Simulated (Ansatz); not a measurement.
# Reading a saddle point

A first-order saddle point of SiH3Cl3O, singlet, PBE0-D4/def2-TZVP, with one imaginary mode of 310i cm⁻¹:

Si1  (-0.215, 0.187, -0.616)
Cl2  (2.217, -0.200, -0.047)
Cl3  (-0.277, -1.611, -1.554)
Cl4  (-2.255, 0.638, -0.474)
H5  (0.295, 1.374, -1.297)
H6  (0.997, -0.183, 1.166)
O7  (-0.039, 0.111, 1.145)
H8  (-0.723, -0.317, 1.679)
(Å)

Program: Ansatz 0.2.0. Basis: def2-TZVPP and def2-QZVPP. Cores are frozen in the correlated methods. Extrapolation: Hartree–Fock as exp(−7.88 √X), correlation as X^−2.97.

**Question.** Which contacts change along the imaginary mode, and what lies on either side? (Judge from chemistry; the calculation decides.)

**Answer.** By the calculation: The step is SiHCl₃ ([Cl][SiH]([Cl])[Cl]) + H₂O → SiH₂Cl₂O ([OH][SiH]([Cl])[Cl]) + HCl, with the molecules in contact on both sides. Shortening one way: Si1–O7, Cl2–H6; lengthening the same way: Si1–Cl2, H6–O7.
| pair | one side (Å) | saddle (Å) | other side (Å) |
| --- | --- | --- | --- |
| Si1–O7 | 3.71 | 1.77 | 1.63 |
| Cl2–H6 | 3.83 | 1.72 | 1.29 |
| Si1–Cl2 | 2.02 | 2.53 | 4.32 |
| H6–O7 | 0.96 | 1.08 | 1.93 |

**Question.** Which side is lower, and how far does the saddle lie above each? (An estimate is asked for; the value comes from the calculation.)

**Answer.** The calculation gives: The side with Si1–O7, Cl2–H6 short is lower by 19.9 kJ/mol; the saddle lies 108.6 kJ/mol above it and 88.7 kJ/mol above the other (CCSD(T) at an estimated basis limit (MP2 extrapolated from triple and quadruple zeta, plus CCSD(T) − MP2 in triple zeta); electronic energies).

The T1 diagnostic stays at or below 0.010.

The step is the kind of ligand exchange by which a precursor binds to a hydroxyl group, or is hydrolysed, in atomic layer deposition of oxides.

Labels in which every atom is bracketed show which atoms are joined, not bond orders.

For scale, one of the runs: CCSD(T)/def2-TZVPP, 241 basis functions, launched by `ansatz run in.yaml --threads 8 --pin off --events-out ev --progress --plain --max-ram 19148MiB`. Hardware: 8 CPU threads of an Arm Neoverse V2, shared host. Wall time 59 s; peak host memory 4.3 GiB.
